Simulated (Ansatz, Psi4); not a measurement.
Psi4 was given this input:
```
memory 2 GB

molecule {
1 2
  Se   -0.00159498    0.00389970    0.25122790
  Cl    1.04149230   -1.30759797   -1.02550286
  Cl    1.74308011    1.41318051    0.79024394
  Cl   -1.02813305    1.27493491   -1.07872989
  Cl   -1.75324939   -1.38831685    0.81153300
}

set basis sto-3g
set reference uks
set scf_type pk
set puream true
set d_convergence 1e-8
set dft_radial_points 99
set dft_spherical_points 590

energy('b97m-v')
print_variables()
```

### Question
Give the equivalent Ansatz (a program for electronic structure) input.

### Answer
One answer among several that fit: 
Ansatz 0.2 input:
```yaml
crystal:
  periodic: [false, false, false]
  atoms:
    - {symbol: Se, position_ang: [-0.00159498, 0.00389970, 0.25122790]}
    - {symbol: Cl, position_ang: [1.04149230, -1.30759797, -1.02550286]}
    - {symbol: Cl, position_ang: [1.74308011, 1.41318051, 0.79024394]}
    - {symbol: Cl, position_ang: [-1.02813305, 1.27493491, -1.07872989]}
    - {symbol: Cl, position_ang: [-1.75324939, -1.38831685, 0.81153300]}
basis:
  gaussian:
    orbitals: STO-3G
hamiltonian:
  xc: {name: B97M-V}
total_charge: 1
magnetization: {spin_polarized: true, initial_magnetization: 1}
accuracy: high
```

Both were run: Psi4 gave -4194.905995 Eh and Ansatz -4194.906007 Eh, 0.012 mEh apart.
